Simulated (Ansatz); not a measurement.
CH6AlFOSi can be A, `O[SiH]([AlH2])CF`, or B, `[CH3][Al]([OH])[SiH2]F`.

Gas-phase electronic energies from Ansatz, PBE0-D4/def2-TZVP geometries. CCSD(T)/CBS is the MP2 limit (def2-TZVPP, def2-QZVPP) plus CCSD(T) − MP2 in def2-TZVPP, frozen cores. DFT in def2-TZVPP. B3LYP here is the variant with VWN-RPA as its local correlation; programs differ in this. One conformer a species, not always the lowest.

(1) Which is lower in electronic energy at CCSD(T)/CBS, and by how much? (An estimate is asked.)

(2) Give E(B) − E(A) in kcal/mol with B3LYP, ωB97M-V, B2PLYP, HF/def2-TZVPP, PBE-D4, CCSD(T)/def2-TZVPP, MP2/def2-TZVPP. (An estimate is asked.)

Largest T1 diagnostic: 0.012.

Results:

(1) Computed: B, by 75.2 kcal/mol.

(2) Computed: B3LYP -73.5, ωB97M-V -73.3, B2PLYP -75.1, HF/def2-TZVPP -72.4, PBE-D4 -70.6, CCSD(T)/def2-TZVPP -74.3, MP2/def2-TZVPP -77.7. None reverses the order clearly.

From PBE to PBE0 (25 % exact exchange), in def2-TZVPP and without D4, E(B) − E(A) moves by −0.9 kcal/mol. In def2-TZVPP, CCSD(T) changes the Hartree–Fock value by −1.9 kcal/mol (the triples alone add +0.1 kcal/mol) and MP2 by −5.3 kcal/mol.
